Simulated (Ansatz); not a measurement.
Sn₄Ge⁻. Charge -1, multiplicity 2. Geometry relaxed at r2SCAN-D4/def2-SVPD.

```xyz
5

Ge   -0.3007   -0.4845    1.3567
Sn   -1.9698   -1.0280   -0.6073
Sn    0.9834   -1.0439   -1.1494
Sn   -0.6088    1.6476   -0.5412
Sn    1.8958    0.9088    0.9411
```

In the def2 sets Sn takes a core potential; there is no spin–orbit coupling. The structure comes from a short search, and lower isomers may exist.

Estimate the harmonic wavenumbers at UKS r2SCAN-D4/def2-SVPD (Ansatz, unscaled). Is this a minimum?

67, 68, 95, 118, 128, 139, 142, 207, 232 cm⁻¹. Yes, no mode is imaginary beyond noise. Zero-point energy 7.1 kJ/mol. Hardware: 4 threads of Arm Neoverse V2 on a shared host. Wall time 4.3 min.
